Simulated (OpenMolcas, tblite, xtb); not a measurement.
How methods differ on CH3F2Si (SMILES C[Si](F)F)

The species is CH3F2Si (7 atoms), meant as a doublet with charge 0. As SMILES, `C[Si](F)F`. Geometry: relaxed at PBE0-D4/def2-TZVP.

```xyz
7

C    -0.2742    0.7290   -0.2180
Si    0.7851   -0.7904   -0.0455
F     1.0774   -1.0376    1.5058
F    -0.0509   -2.0568   -0.5460
H    -0.5392    0.8938   -1.2635
H     0.2527    1.6077    0.1573
H    -1.1898    0.5863    0.3642
```

Quantity: the energy change with the C1–Si2 bond stretched from 1.860 to 2.139 Å, in eV. The values are calculated.

| level | kind | program | value (eV) | CPU time (all runs) |
| --- | --- | --- | --- | --- |
| GFN-FF | force field | xtb | 0.49 | under 2 s |
| IPEA1-xTB | semi-empirical | tblite | 0.35 | under 2 s |
| UHF/6-311+G** | Hartree–Fock | OpenMolcas | 0.50 | 38 s |
| USVWN5/6-311+G** | LDA | OpenMolcas | 0.46 | 69 s |
| UBLYP/6-311+G** | GGA | OpenMolcas | 0.28 | 1.7 min |
| UTPSS/6-311+G** | meta-GGA | OpenMolcas | 0.35 | 2.4 min |
| UBHLYP/6-311+G** | global hybrid | OpenMolcas | 0.47 | 1.7 min |

The first shape isn't each level's own minimum. The values span 0.28 to 0.50 eV. Times are those of the runs behind each value, whatever else they computed, on shared processors of several kinds: orders of magnitude only.
